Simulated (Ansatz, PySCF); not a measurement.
Dissociation curve of SMILES [SiH3]Br (H3BrSi), singlet. The Si1–Br5 bond (Si1 also carries H, H, H; Br5 carries nothing else) is stretched with both fragments frozen at the PBE0/def2-TZVP optimised geometry.

Methods: RCCSD(T) = CCSD(T) on RHF/cc-pVTZ, cores with 3d frozen in Ansatz (a first-principles code); RHF/LANL2DZ = restricted Hartree-Fock/LANL2DZ, with its core potentials past Ne run with PySCF; UCCSD(T) = CCSD(T) on UHF/cc-pVTZ, cores with 3d frozen run with Ansatz; RKS-PBE0 = Ansatz with restricted PBE0/cc-pVTZ.

Energies are in kcal/mol, each relative to the lowest point of its own curve near equilibrium.

```json
[
 {"R / Å": "1.76", "RCCSD(T)": "82.8", "RHF/LANL2DZ": "110.5", "UCCSD(T)": "82.8", "RKS-PBE0": "78.1"},
 {"R / Å": "1.89", "RCCSD(T)": "35.3", "RHF/LANL2DZ": "53.7", "UCCSD(T)": "35.3", "RKS-PBE0": "32.7"},
 {"R / Å": "1.97", "RCCSD(T)": "18.3", "RHF/LANL2DZ": "31.9", "UCCSD(T)": "18.3", "RKS-PBE0": "16.7"},
 {"R / Å": "2.09", "RCCSD(T)": "4.6", "RHF/LANL2DZ": "?", "UCCSD(T)": "4.6", "RKS-PBE0": "3.9"},
 {"R / Å": "2.17", "RCCSD(T)": "0.8", "RHF/LANL2DZ": "?", "UCCSD(T)": "0.8", "RKS-PBE0": "0.6"},
 {"R / Å": "2.22", "RCCSD(T)": "0.0", "RHF/LANL2DZ": "2.1", "UCCSD(T)": "0.0", "RKS-PBE0": "0.0"},
 {"R / Å": "2.31", "RCCSD(T)": "0.8", "RHF/LANL2DZ": "0.0", "UCCSD(T)": "0.8", "RKS-PBE0": "1.1"},
 {"R / Å": "2.44", "RCCSD(T)": "5.6", "RHF/LANL2DZ": "?", "UCCSD(T)": "5.6", "RKS-PBE0": "6.1"},
 {"R / Å": "2.61", "RCCSD(T)": "15.3", "RHF/LANL2DZ": "?", "UCCSD(T)": "15.3", "RKS-PBE0": "15.9"},
 {"R / Å": "2.77", "RCCSD(T)": "26.0", "RHF/LANL2DZ": "16.1", "UCCSD(T)": "26.0", "RKS-PBE0": "26.5"},
 {"R / Å": "2.99", "RCCSD(T)": "40.8", "RHF/LANL2DZ": "29.3", "UCCSD(T)": "40.8", "RKS-PBE0": "41.3"},
 {"R / Å": "3.34", "RCCSD(T)": "61.3", "RHF/LANL2DZ": "50.6", "UCCSD(T)": "63.2", "RKS-PBE0": "62.3"},
 {"R / Å": "3.68", "RCCSD(T)": "75.7", "RHF/LANL2DZ": "69.0", "UCCSD(T)": "79.2", "RKS-PBE0": "78.5"},
 {"R / Å": "4.03", "RCCSD(T)": "83.6", "RHF/LANL2DZ": "84.8", "UCCSD(T)": "87.4", "RKS-PBE0": "91.1"},
 {"R / Å": "4.48", "RCCSD(T)": "—", "RHF/LANL2DZ": "100.6", "UCCSD(T)": "90.7", "RKS-PBE0": "102.5"},
 {"R / Å": "4.83", "RCCSD(T)": "—", "RHF/LANL2DZ": "109.9", "UCCSD(T)": "?", "RKS-PBE0": "108.5"},
 {"R / Å": "5.45", "RCCSD(T)": "—", "RHF/LANL2DZ": "121.7", "UCCSD(T)": "92.0", "RKS-PBE0": "115.2"},
 {"R / Å": "5.99", "RCCSD(T)": "—", "RHF/LANL2DZ": "128.4", "UCCSD(T)": "92.1", "RKS-PBE0": "118.7"},
 {"R / Å": "6.69", "RCCSD(T)": "—", "RHF/LANL2DZ": "134.1", "UCCSD(T)": "92.2", "RKS-PBE0": "121.3"},
 {"R / Å": "7.71", "RCCSD(T)": "—", "RHF/LANL2DZ": "139.3", "UCCSD(T)": "92.2", "RKS-PBE0": "?"}
]
```

Task: Fill in the missing entries.

Result: 
- 2.09, RHF/LANL2DZ: 11.9
- 2.17, RHF/LANL2DZ: 4.8
- 2.44, RHF/LANL2DZ: 1.3
- 2.61, RHF/LANL2DZ: 7.6
- 4.83, UCCSD(T): 91.5
- 7.71, RKS-PBE0: 123.5

A dash means that the run gave no value there, or that the column was ended at a point which the program doubted or which failed a test of continuity chosen for this set; such a test can also cut sound points.

The T1 diagnostic of CCSD on the restricted reference of RCCSD(T) exceeds 0.045 at 3.68 to 7.71 Å. The restricted form behind RHF/LANL2DZ, RKS-PBE0 keeps the bonding electrons paired and can't separate into open-shell fragments. The unrestricted determinant behind UCCSD(T) is spin-contaminated at 3.34 to 7.71 Å (<S²> up to 1.0, against 0.00 for a pure singlet).
